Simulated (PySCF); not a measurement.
## A survey of 17O NMR shifts

PySCF 2.14.0 with density-fitted response routines calculation with geometry: GFN2-xTB and GIAO PBE0/pcSseg-1 shieldings; no solvent model, one computed conformer, rapidly exchanging positions averaged, no relativistic terms.

Shieldings were converted by a linear fit to measured shifts: 17O: δ = 266.70 − 0.911σ (rms 10.7 ppm, 155 shifts, 12.2 ppm with the 3 outliers that the fit left out vs liquid water, solution or neat liquid). A few per cent of atoms miss by over 2 rms, more outside the fitted compound classes.

(1) Give the 17O shifts of `CO[P@]1(=O)OC[C@H](C)CO1`, `COc1ccc(F)p1C`.

(2) Match the shifts 361.7, 284.2, 83.9, -6.5 ppm to `CC(C)(C)N=C=O`, `O=CN1CCCC1`, `C=C[C@@H]([C@H](C)O[SiH3])C(F)(F)F`, `CNC(=O)C1CC1`.

Results:

(1) 
| compound | environment | δ (ppm) |
| --- | --- | --- |
| [CH3:1][O:2][P@:3]1(=[O:4])[O:5][CH2:6][C@H:7]([CH3:8])[CH2:9][O:10]1 | O4: P=O oxygen | 80.7 |
| [CH3:1][O:2][P@:3]1(=[O:4])[O:5][CH2:6][C@H:7]([CH3:8])[CH2:9][O:10]1 | O5/10: oxygen bonded to C, P, in a 6-membered ring (×2) | 54.2 |
| [CH3:1][O:2][P@:3]1(=[O:4])[O:5][CH2:6][C@H:7]([CH3:8])[CH2:9][O:10]1 | O2: oxygen bonded to C, P | 19.7 |
| COc1ccc(F)p1C | ether oxygen | 63.2 |

(2) 361.7: O=CN1CCCC1 (amide-type carbonyl oxygen); 284.2: CNC(=O)C1CC1 (amide-type carbonyl oxygen); 83.9: CC(C)(C)N=C=O (carbonyl oxygen); -6.5: C=C[C@@H]([C@H](C)O[SiH3])C(F)(F)F (oxygen bonded to C, Si).

In solution the two oxygens of a carboxylic acid give one averaged line by proton exchange, and hydrogen bonding shields acid and N–H amide carbonyl oxygens by tens of ppm; neither is in these numbers.
